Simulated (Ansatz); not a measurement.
A nudged elastic band was laid between two geometries of Cl3Ga + H4Si (9 atoms, charge 0, multiplicity 1).

All numbers below come from Ansatz 0.2.0, RKS BHLYP/def2-SVP.

```json
{
 "movable images": "5",
 "climbing image": "yes",
 "spring": "5.0 eV/Å²",
 "optimiser": "quadratic models (default)",
 "start path": "through a guess of the saddle point",
 "force threshold": "0.2 eV/Å",
 "iteration limit": "60",
 "end points": "relaxed"
}
```

Initial state:

```xyz
9
Properties=species:S:1:pos:R:3
Ga -0.064 0.299 0.262
Cl 0.252 1.516 1.983
Cl 1.600 -0.216 -0.980
Cl -2.036 0.056 -0.519
Si 0.171 -2.937 1.083
H -0.209 -3.199 -0.317
H 1.594 -3.229 1.340
H -0.715 -3.643 2.030
H -0.028 -1.471 1.353
```

Final state:

```xyz
9
Properties=species:S:1:pos:R:3
Ga 0.064 -0.881 -0.148
Cl 0.336 0.525 2.388
Cl 1.587 0.150 -1.274
Cl -1.873 0.121 -0.288
Si 0.281 -3.091 0.753
H 0.040 -4.087 -0.317
H 1.645 -3.273 1.298
H -0.717 -3.275 1.830
H -0.798 0.988 1.993
```

Task: What changes between the two ends?

Result: Bonds broken: Ga1–Cl2, Si5–H9. Bonds formed: Ga1–Si5, Cl2–H9. Cl3Ga + H4Si becomes Cl2GaH3Si + ClH.

Task: Give the energies along the band, and the barrier.

Result: The forces met the threshold. The highest image is number 3 of 0 to 6, 171.0 kJ/mol above the first end and 98.8 kJ/mol above the last; the last end lies 72.2 kJ/mol above the first. The threshold of 0.2 eV/Å is loose, so the images may lie well off the minimum-energy path. Neighbouring images differ by up to 1.2 eV, so the band resolves the path poorly. Another band between the same ends (5 images) ends at a top of the same energy, where a vibrational analysis finds 1 clearly imaginary mode. The orbitals stay closed-shell, which can raise the energy where a bond breaks towards radicals; this wasn't checked here.

```
image  path coordinate (Å)  energy (kJ/mol)  Ga1–Cl2 (Å)  Si5–H9 (Å)  Ga1–Si5 (Å)
    0                 0.00              0.0         2.13        1.50         3.35
    1                 1.21              2.8         2.13        1.50         3.46
    2                 2.41            120.1         2.18        1.50         2.99
    3                 3.62            171.0         2.33        2.02         2.45
    4                 4.95             85.2         2.90        3.10         2.41
    5                 6.29             78.7         2.94        3.93         2.40
    6                 7.63             72.2         2.91        4.40         2.40
```

Task: What is the geometry of the highest image?

Result: 
```xyz
9
Properties=species:S:1:pos:R:3:forces:R:3
Ga 0.036 -0.289 -0.103 0.00 0.07 -0.04
Cl -0.070 0.252 2.156 -0.01 -0.02 0.02
Cl 1.828 0.552 -0.966 -0.01 -0.02 0.00
Cl -1.841 0.222 -1.043 0.01 -0.01 0.00
Si 0.206 -2.638 0.562 0.00 -0.03 0.05
H -0.842 -3.671 0.397 0.00 0.02 0.00
H 1.499 -3.312 0.821 -0.01 0.01 -0.01
H -0.138 -2.416 2.197 -0.01 -0.01 0.04
H -0.112 -1.523 2.213 0.01 -0.01 -0.06
```

The run took 3.4 min on 4 threads of Arm Neoverse V2, with other jobs on the host, peak memory 0.4 GiB.
